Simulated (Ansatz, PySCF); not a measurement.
System: AsH₂, net charge 0, doublet state. SMILES: [AsH2]
Geometry from a B3LYP-D3(BJ)/def2-TZVP (Ansatz, a program for electronic structure) optimisation:
```
As
H 1 1.5300
H 1 1.5300 2 90.76
```
Charge 0, spin multiplicity 2.

Wanted: atomisation energy, in kcal/mol. Set-up: non-relativistic; LANL2DZ with its own core potentials from Na on; atomisation electronic, to ground-state atoms; UHF or UKS for open shells; frozen cores in correlated levels (noble-gas shells and the d and f shells of earlier blocks); spin-orbit terms left out; no dispersion term unless named; 6-31G* and kin with 6d, 5d where marked. Ab initio and DFT rows: single points at B3LYP-D3(BJ) geometries (Ansatz).

| level | program | atomisation energy (kcal/mol) |
|---|---|---|
| HF/LANL2DZ | Ansatz | 74.5 |
| PBE/STO-3G | Ansatz | 200.5 |
| PBE/6-31G* with LANL2DZ past Ar | Ansatz | 129.8 |
| BLYP/6-31G* with LANL2DZ past Ar | Ansatz | 133.6 |
| B3LYP/3-21G | Ansatz | 138.1 |
| B3LYP/6-31G* | Ansatz | 141.7 |
| B3LYP/6-31G* with LANL2DZ past Ar | Ansatz | 131.8 |
| M06-2X/6-31G* with LANL2DZ past Ar (5d) | PySCF | 124.7 |
| MP2/3-21G | Ansatz | 98.5 |
| MP2/6-31G* | Ansatz | 107.2 |
| PBE/def2-TZVPD | Ansatz | 141.0 |

No value to compare with is used here. The 10 habitual levels span 74.5 (HF/LANL2DZ) to 200.5 kcal/mol (PBE/STO-3G); PBE/def2-TZVPD gives 141.0.

The levels are drawn from those run, B3LYP/6-31G* more often than the rest, none by its result; runs whose electronic state is in doubt are left out.
